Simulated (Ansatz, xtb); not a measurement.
Dimer: N2 (SMILES N#N) (first 2 atoms) with GeH4 (SMILES [GeH4]); geometry from B3LYP-D3(BJ)/def2-TZVP, rigid monomers moved along the line of their centres of mass till N2···Ge3 is 4.14 Å.
(charge 0, multiplicity 1):
```xyz
7

N     -0.2136    -0.0766    -1.1125
N     -0.5000     0.3781    -0.1633
Ge     0.2085    -0.0872     3.8901
H      0.5867    -0.4086     5.3444
H     -0.4723    -1.3104     3.2587
H      1.4785     0.2555     3.0976
H     -0.7535     1.1084     3.8623
```

Interaction energies are E(AB) − E(A) − E(B) at the monomers' geometry in the complex; basis-set methods are counterpoise corrected.

Run with Ansatz (Gaussian orbitals); xtb for the GFN methods. Each number belongs to the level named beside it.

Q: One of these levels gives -4.4 kJ/mol for the interaction energy. Which one is it?
A. GFN-FF
B. HF/aug-cc-pVDZ
C. GFN2-xTB

A: C, GFN2-xTB. The others give -1.4 (GFN-FF), 0.1 (HF/aug-cc-pVDZ)

Ansatz is an electronic-structure program.
